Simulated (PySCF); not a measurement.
**Correlation energy of Mg (magnesium, neutral)**

[Ne] 3s2, closed-shell 1S. Calculation: PySCF 2.14, in cc-pVTZ-DK; scalar relativity by spin-free X2C-1e. Frozen: [Ne]; 2 electrons correlated.

Total MP2 correlation energy: -23.52 mhartree.

Same-spin part 0.00 and opposite-spin part -23.52 mhartree; SCS-MP2 scales them by 1/3 and 6/5 to -28.22 mhartree.

With two correlated electrons CCSD is exact within the correlated space (frozen core and kept virtual orbitals).

```json
{"level": "CCSD", "correlation energy (mhartree)": "-33.69"}
```

Diagnostics: T1 = 0.015, D1 = 0.0218, largest double amplitude 0.093.

Cost of the coupled-cluster step: 0.14 s of wall time on 1 thread of Neoverse-N1 (shared host), for 2 correlated electrons.
